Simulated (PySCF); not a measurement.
CLiN, SMILES [Li][N][C] (connectivity only; charge and spin as stated), neutral, multiplicity 1.

Geometry optimised at PBE-D3(BJ)/def2-TZVPD.

All values below come from TDA-B3LYP/def2-TZVPD (PySCF 2.14.0).

Vertical excitations; the highest root listed may be one member of a degenerate set. Isolated molecule, no solvent. State labels are in the subgroup C2v.

Computed excitation energies, oscillator strengths and character:
```tsv
state	symmetry	energy (eV)	λ (nm)	f	main pairs
S1	A1	4.27	290	0.011	HOMO→LUMO 100 %
S2	B2	5.25	236	0.012	HOMO−1→LUMO (degenerate set)
S3	B1	5.25	236	0.012	HOMO−2→LUMO (degenerate set)
S4	B2	5.76	215	0.003	HOMO→LUMO+2 (degenerate set)
S5	B1	5.76	215	0.003	HOMO→LUMO+1 (degenerate set)
S6	A1	6.66	186	0.000	HOMO−1→LUMO+2, HOMO−2→LUMO+1 (degenerate set)
S7	A2	6.66	186	0.000	HOMO−1→LUMO+1, HOMO−2→LUMO+2 (degenerate set)
S8	A2	6.69	185	0.000	HOMO−2→LUMO+2 46 %, HOMO−1→LUMO+1 46 %
S9	A1	6.73	184	0.006	HOMO→LUMO+3 92 %
S10	B2	7.15	173	0.039	HOMO→LUMO+5 98 %
T1	A1	4.22	294	0	HOMO→LUMO 99 %
T2	B2	5.16	240	0	HOMO→LUMO+2, HOMO→LUMO+5, HOMO→LUMO+9, HOMO−1→LUMO (degenerate set)
T3	B1	5.16	240	0	HOMO→LUMO+1, HOMO→LUMO+4, HOMO→LUMO+8, HOMO−2→LUMO (degenerate set)
T4	B2	5.26	236	0	HOMO−1→LUMO 90 %
```
Triplets are in the Tamm–Dancoff approximation.
